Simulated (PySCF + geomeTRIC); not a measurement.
The multiplicity is imposed and other spin states were not computed.

Species: [Cu(H2O)(CN)] (charge 0, multiplicity 1).

Give a relaxed geometry from TPSS-D3(BJ)/def2-SVP (PySCF + geomeTRIC).

This is not unique; one that fits is the end point of this relaxation, one of several conformers.
Cartesian coordinates (Å) in one orientation:
```xyz
6

Cu    -0.003     0.013    -0.010
O     -0.970    -1.085     1.287
H     -0.764    -0.888     2.221
H     -0.835    -2.047     1.185
C      0.922     1.025    -1.206
N      1.529     1.676    -1.975
```
